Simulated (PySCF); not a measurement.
Molfile (atoms numbered from 1):
```
C7H8
     RDKit          3D

 15 14  0  0  0  0  0  0  0  0999 V2000
    2.8743   -0.5154    0.3024 C   0  0  0  0  0  0  0  0  0  0  0  0
    1.8589   -0.0138   -0.0964 C   0  0  0  0  0  0  0  0  0  0  0  0
    0.6403    0.5304   -0.5727 C   0  0  0  0  0  0  0  0  0  0  0  0
    0.5388    1.8123   -0.9120 C   0  0  0  0  0  0  0  0  0  0  0  0
   -0.5157   -0.4368   -0.6484 C   0  0  0  0  0  0  0  0  0  0  0  0
   -0.9450   -0.8350    0.7320 C   0  0  0  0  0  0  0  0  0  0  0  0
   -2.1508   -0.6229    1.2229 C   0  0  0  0  0  0  0  0  0  0  0  0
    3.7691   -0.9385    0.6504 H   0  0  0  0  0  0  0  0  0  0  0  0
    1.3766    2.4850   -0.8402 H   0  0  0  0  0  0  0  0  0  0  0  0
   -0.3872    2.2243   -1.2760 H   0  0  0  0  0  0  0  0  0  0  0  0
   -1.3478    0.0230   -1.1838 H   0  0  0  0  0  0  0  0  0  0  0  0
   -0.1924   -1.3305   -1.1928 H   0  0  0  0  0  0  0  0  0  0  0  0
   -0.1773   -1.3073    1.3314 H   0  0  0  0  0  0  0  0  0  0  0  0
   -2.9253   -0.1485    0.6416 H   0  0  0  0  0  0  0  0  0  0  0  0
   -2.4210   -0.9183    2.2225 H   0  0  0  0  0  0  0  0  0  0  0  0
  1  2  3  0
  2  3  1  0
  3  4  2  0
  3  5  1  0
  5  6  1  0
  6  7  2  0
  1  8  1  0
  4  9  1  0
  4 10  1  0
  5 11  1  0
  5 12  1  0
  6 13  1  0
  7 14  1  0
  7 15  1  0
M  END
```

Theoretical values (PySCF 2.14): shieldings: GIAO PBE0/pcSseg-1, GFN2-xTB geometry. Non-relativistic, averaged over atoms made equivalent by symmetry, fast rotation or ring inversion, a single conformation, no solvent model.

**Question.** List the cross peaks expected in HSQC, COSY and HMBC spectra.

**Answer.** 

HSQC (one-bond C–H):
| δH | δC |
| --- | --- |
| 6.58 (H13) | 145.7 (C6) |
| 5.82 (H9) | 131.6 (C4) |
| 5.75 (H10) | 131.6 (C4) |
| 5.36 (H14) | 120.8 (C7) |
| 5.27 (H15) | 120.8 (C7) |
| 2.96 (H11/H12) | 50.0 (C5) |
| 2.73 (H8) | 88.6 (C1) |

COSY cross peaks (H two or three bonds apart, from the bond graph; peaks can be absent where the dihedral angle is near 90°):
| δH | δH |
| --- | --- |
| 6.58 (H13) | 5.36 (H14) |
| 6.58 (H13) | 5.27 (H15) |
| 6.58 (H13) | 2.96 (H11/H12) |
| 5.82 (H9) | 5.75 (H10) |
| 5.36 (H14) | 5.27 (H15) |

HMBC (two and three bonds, from the bond graph):
| δH | δC |
| --- | --- |
| 6.58 (H13) | 137.5 (C3), 120.8 (C7), 50.0 (C5) |
| 5.82 (H9) | 137.5 (C3), 88.5 (C2), 50.0 (C5) |
| 5.75 (H10) | 137.5 (C3), 88.5 (C2), 50.0 (C5) |
| 5.36 (H14) | 145.7 (C6), 50.0 (C5) |
| 5.27 (H15) | 145.7 (C6), 50.0 (C5) |
| 2.96 (H11/H12) | 145.7 (C6), 137.5 (C3), 131.6 (C4), 120.8 (C7), 88.5 (C2) |
| 2.73 (H8) | 137.5 (C3), 88.5 (C2) |

δ = σ(ref) − σ, references computed at the same level: TMS for ¹H, ¹³C.

Short H···H contacts in this conformer between protons four or more bonds apart (candidates for NOE cross peaks, intensity ∝ r⁻⁶): H10···H11 2.40 Å, H11···H14 2.42 Å.

Shifts are as computed. Against solution values, carbons near 30 ppm lie about +3 ppm off and those near 130 ppm about +5 ppm. Of 1211 compounds with measured shifts, 218 miss one by over three times the rms of a fit or turn the order of signals round; such compounds aren't used in these exercises.
